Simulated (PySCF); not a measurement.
HfBr₃, SMILES [Br][Hf]([Br])[Br] (connectivity only; charge and spin as stated), neutral, multiplicity 2.

The structure is a stationary point at PBE-D3(BJ)/def2-SVP. The multiplicity is an assumed one; other spin states were not compared. The def2 effective core potentials stand for the cores of Hf; spin–orbit coupling is left out.

All values below come from PBE-D3(BJ)/def2-SVP run with PySCF.

Frequencies are harmonic and unscaled.

Modes within 1.5 cm⁻¹ of each other (mostly degenerate sets) share a row, with their intensities summed.

| mode | ν (cm⁻¹) | IR (km/mol) | moving atoms (share of kinetic energy) |
|---|---|---|---|
| 1 | 42 | 1.4 | Hf 57 %, Br 43 % |
| 2–3 | 52 | 0.2 | Br 86 %, Hf 14 % |
| 4 | 219 | 0.0 | Br 100 % |
| 5–6 | 268 | 78.8 | Br 57 %, Hf 43 % |
